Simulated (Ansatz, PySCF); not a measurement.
C₁₀H₇N₃, SMILES N12C3C=CC=C1N=CC=C2C=CN=3. Atoms are numbered in the order given.

```xyz
20

C      0.0000     0.0000     2.7811
C      0.0000     1.2107     2.0889
C      0.0000     1.2423     0.6768
N      0.0000     2.4270     0.0254
C      0.0000     2.4167    -1.3088
C      0.0000     1.2542    -2.0789
C      0.0000     0.0000    -1.4247
C      0.0000    -1.2542    -2.0789
C      0.0000    -2.4167    -1.3088
N      0.0000    -2.4270     0.0254
C      0.0000    -1.2423     0.6768
C      0.0000    -1.2107     2.0889
N      0.0000     0.0000    -0.0183
H      0.0000     0.0000     3.8816
H      0.0000     2.1869     2.5882
H      0.0000     3.4050    -1.8038
H      0.0000     1.2778    -3.1759
H      0.0000    -1.2778    -3.1759
H      0.0000    -3.4050    -1.8038
H      0.0000    -2.1869     2.5882
```

Geometry: PBE-D3(BJ)/def2-SVP.

Vertical ionisation energy (IE) and electron affinity (EA) in eV. Rows of orbital energies are one-electron estimates. Where ΔSCF, EOM or ADC give a negative EA the extra electron is unbound and the value depends on the basis.

```csv
level,IE,EA
"−ε(HOMO), −ε(LUMO), CAM-B3LYP/def2-SVP (PySCF)",6.10,1.06
"−ε(HOMO), −ε(LUMO), PBE/def2-SVP (PySCF)",4.44,2.90
"ΔSCF, PBE0/def2-SVPD (Ansatz), final states of multiplicity 2 and 2",6.77,0.74
"ΔSCF, PBE/def2-SVPD (Ansatz), final states of multiplicity 2 and 2",6.83,0.75
```

Q: What vertical singlet–triplet gap does ΔSCF give with PBE0/def2-SVPD (Ansatz, an electronic-structure program) and with PBE/def2-SVPD (Ansatz)? (The exact figures need the calculation; the answer reports its results.)

A: 1.54 and 1.49 eV (triplet above singlet where positive).
